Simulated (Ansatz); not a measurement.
Reaction (ligand exchange at a B–C bond): `BC#N` + `[NH2][AlH][OH]` → `B[O][AlH][NH2]` + `C#N`

Computed with Ansatz on PBE0-D4/def2-TZVP structures; ΔE is electronic, products minus reactants. CCSD(T)/CBS is the MP2 limit (def2-TZVPP, def2-QZVPP) plus CCSD(T) − MP2 in def2-TZVPP, frozen cores. This one scheme is used for every species. Functionals use def2-TZVPP. HSE06 is defined as in plane-wave codes. One conformer a species, not always the lowest.

```
       level  ΔE (kJ/mol)
  r2SCANh-D4        -92.3
       HSE06        -89.6
     LC-ωPBE        -95.0
MP2/def2-SVP       -118.1
```

What does CCSD(T)/CBS give? (Best estimate.)

The calculation gave: -94.1 kJ/mol. The listed levels differ from it by 1.8, 4.5, -0.9, -24.0 kJ/mol.

Largest T1 diagnostic among the species: 0.014.

At CCSD(T), def2-SVP lies −24.8 kJ/mol from the extrapolated value and def2-TZVPP −1.5 kJ/mol. Leaving LDA and LC-ωPBE aside and taking each functional with its dispersion term where it has one, the values, not all of them listed here, spread over 14.1 kJ/mol, from CAM-B3LYP-D4 to revPBE-D4. LDA lies −7.9 kJ/mol from PBE without D4.
